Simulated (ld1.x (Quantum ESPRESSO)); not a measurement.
**Pseudopotential generation for arsenic: ultrasoft, LDA (PZ), fully relativistic.**

ld1.x (Quantum ESPRESSO) 7.5 was run on this input:

```
&input
   title='As', zed=33., rel=2, dft='PZ', iswitch=3,
   config='[Ar] 3d10 4s1.5 4p3.5', rel_dist='average',
   nld=3, rlderiv=2.05, eminld=-3.0, emaxld=5.0, deld=0.02
 /
 &inputp
   pseudotype=3, tm=.true., lloc=-2, rcloc=1.70,
   nlcc=.false.,
   which_augfun='PSQ', rmatch_augfun=1.35,
   file_pseudopw='As.UPF', file_wfcaegen='ae.wfc', file_wfcncgen='nc.wfc', file_beta='beta', file_chi='chi', file_wfcusgen='us.wfc'
 /
4
4S  1  0   1.50   0.00  1.40  1.65  0.0
4S  1  0   0.00   0.30  1.40  1.65  0.0
4P  2  1   3.50   0.00  1.50  1.90  0.0
4P  2  1   0.00   0.35  1.50  1.90  0.0
 &test
   configts(1)='4s1.5 4p3.5'
 /
```

Command:

```bash
ld1.x < As.in > As.out
```

The program printed (shortened: banner, matrices, multipoles, cross overlaps and the repeated all-electron block are left out):

```
Program LD1 v.7.5
     --------------------------- All-electron run ----------------------------

     As
     dirac relativistic calculation

     atomic number is 33.00
     dft =PZ   lsd =0 sic =0 latt =0  beta=0.20 tr2=1.0E-14
     Exchange-correlation= PZ
                           (   1   1   0   0   0   0   0)
     mesh =1209 r(mesh) =  99.83237 a.u. xmin = -7.00 dx = 0.01250
     1 Ry =  13.60569312 eV, c = 137.03599908

     n l j   nl                  e(Ry)          e(Ha)          e(eV)
     Spin orbit split results
     1 0 0.5 1S 1( 2.00)      -859.6378      -429.8189    -11695.9679
     2 0 0.5 2S 1( 2.00)      -109.1120       -54.5560     -1484.5450
     2 1 0.5 2P 1( 2.00)       -97.5929       -48.7964     -1327.8186
     2 1 1.5 2P 1( 4.00)       -94.9110       -47.4555     -1291.3305
     3 0 0.5 3S 1( 2.00)       -13.9854        -6.9927      -190.2813
     3 1 0.5 3P 1( 2.00)       -10.1145        -5.0573      -137.6154
     3 1 1.5 3P 1( 4.00)        -9.7444        -4.8722      -132.5790
     3 2 1.5 3D 1( 4.00)        -3.0976        -1.5488       -42.1449
     3 2 2.5 3D 1( 6.00)        -3.0439        -1.5219       -41.4138
     4 0 0.5 4S 1( 1.50)        -1.1136        -0.5568       -15.1513
     4 1 0.5 4P 1( 1.17)        -0.4313        -0.2156        -5.8679
     4 1 1.5 4P 1( 2.33)        -0.4098        -0.2049        -5.5754
     Averaged results
     1 0     1S 1( 2.00)      -859.6378      -429.8189    -11695.9679
     2 0     2S 1( 2.00)      -109.1120       -54.5560     -1484.5450
     2 1     2P 1( 6.00)       -95.8050       -47.9025     -1303.4932
     3 0     3S 1( 2.00)       -13.9854        -6.9927      -190.2813
     3 1     3P 1( 6.00)        -9.8678        -4.9339      -134.2578
     3 2     3D 1(10.00)        -3.0654        -1.5327       -41.7062
     4 0     4S 1( 1.50)        -1.1136        -0.5568       -15.1513
     4 1     4P 1( 3.50)        -0.4169        -0.2085        -5.6729

     final scf error:  6.4E-15 reached in  35 iterations

     Etot =   -4515.398200 Ry,   -2257.699100 Ha,  -61435.122239 eV

     Ekin =    4615.567242 Ry,    2307.783621 Ha,   62797.991482 eV
     Encl =  -10904.278168 Ry,   -5452.139084 Ha, -148360.262480 eV
     Eh   =    1934.424742 Ry,     967.212371 Ha,   26319.189407 eV
     Exc  =    -161.112016 Ry,     -80.556008 Ha,   -2192.040649 eV

     normalization and overlap integrals

     s(1S/1S) =  1.000000  <r> =   0.0456  <r2> =    0.0028  r(max) =   0.0299
     s(2S/2S) =  1.000000  <r> =   0.2028  <r2> =    0.0486  r(max) =   0.1701
     s(2P/2P) =  1.000000  <r> =   0.1748  <r2> =    0.0375  r(max) =   0.1341
     s(2P/2P) =  1.000000  <r> =   0.1785  <r2> =    0.0390  r(max) =   0.1375
     s(3S/3S) =  1.000000  <r> =   0.5993  <r2> =    0.4143  r(max) =   0.5239
     s(3P/3P) =  1.000000  <r> =   0.6106  <r2> =    0.4387  r(max) =   0.5174
     s(3P/3P) =  1.000000  <r> =   0.6214  <r2> =    0.4542  r(max) =   0.5239
     s(3D/3D) =  1.000000  <r> =   0.6754  <r2> =    0.5771  r(max) =   0.4740
     s(3D/3D) =  1.000000  <r> =   0.6801  <r2> =    0.5854  r(max) =   0.4740
     s(4S/4S) =  1.000000  <r> =   1.9191  <r2> =    4.2472  r(max) =   1.5936
     s(4P/4P) =  1.000000  <r> =   2.4724  <r2> =    7.2459  r(max) =   1.9222
     s(4P/4P) =  1.000000  <r> =   2.5257  <r2> =    7.5650  r(max) =   1.9709

     ------------------------ End of All-electron run ------------------------

     --------------------- Generating US pseudopotential ---------------------

      Generating local potential from pseudized AE potential:
      Matching radius rcloc =   1.7000
      Enforcing V''(0)=0 (lloc=-2)

      Local pseudo, rcloc= 1.696 Estimated cut-off energy=    10.86 Ry

     Fully relativistic calculation: |psi|^2

     Wfc 4S LC norm =  0.99991701 SC norm =  0.00007932 missing  0.00000367

     Wfc 4P LC norm =  0.99994920 SC norm =  0.00005054 missing  0.00000026

     Wfc 4P LC norm =  0.99995120 SC norm =  0.00004189 missing  0.00000691
      Wfc-us  4S rcutus= 1.654  Estimated cut-off energy=    16.42 Ry
      Wfc-us  4S rcutus= 1.654  Estimated cut-off energy=    18.84 Ry
      Wfc-us  4P rcutus= 1.922  Estimated cut-off energy=    20.24 Ry
      Wfc-us  4P rcutus= 1.922  Estimated cut-off energy=    20.17 Ry
      Wfc-us  4P rcutus= 1.922  Estimated cut-off energy=    21.68 Ry
      Wfc-us  4P rcutus= 1.922  Estimated cut-off energy=    21.51 Ry

     Q pseudized with Bessel functions
     Expected ecutrho=     140.0462 due to l1=  1   l2=  1

     ------------------- End of pseudopotential generation -------------------

     Computing logarithmic derivative in   2.05909
     Computing logarithmic derivative in   2.05909
     Computing the partial wave expansion
     R is outside the sphere for l=    0 j= 0.50
     R is outside the sphere for l=    0 j= 0.50
     R is outside the sphere for l=    1 j= 0.50
     R is outside the sphere for l=    1 j= 0.50
     R is outside the sphere for l=    1 j= 1.50
     R is outside the sphere for l=    1 j= 1.50

     ---------------------- Testing the pseudopotential ----------------------

     As
     dirac relativistic calculation

     atomic number is 33.00   valence charge is  5.00
     dft =PZ   lsd =0 sic =0 latt =0  beta=0.20 tr2=1.0E-14
     mesh =1209 r(mesh) =  99.83237 xmin = -7.00 dx = 0.01250

     n l  j  nl             e AE (Ry)       e PS (Ry)    De AE-PS (Ry)
     1 0 0.5 4S   1( 1.50)       -1.11360       -1.11360        0.00001
     2 1 0.5 4P   1( 1.17)       -0.43128       -0.43128       -0.00000
     2 1 1.5 4P   1( 2.33)       -0.40978       -0.40978        0.00000

     eps = 2.8E-15  iter =  3

     Etot =   -4515.398200 Ry,   -2257.699100 Ha,  -61435.122239 eV
     Etotps =   -12.047348 Ry,      -6.023674 Ha,    -163.912519 eV

     Ekin =       4.678346 Ry,       2.339173 Ha,      63.652136 eV
     Encl =     -25.075032 Ry,     -12.537516 Ha,    -341.163195 eV
     Ehrt =       9.752890 Ry,       4.876445 Ha,     132.694823 eV
     Ecxc =      -2.749215 Ry,      -1.374607 Ha,     -37.404972 eV
     Epseu=       1.345664 Ry,       0.672832 Ha,      18.308689 eV

     ---------------------- End of pseudopotential test ----------------------
```

Generation and configuration tests took about 3.7 s on one core of a shared server CPU.
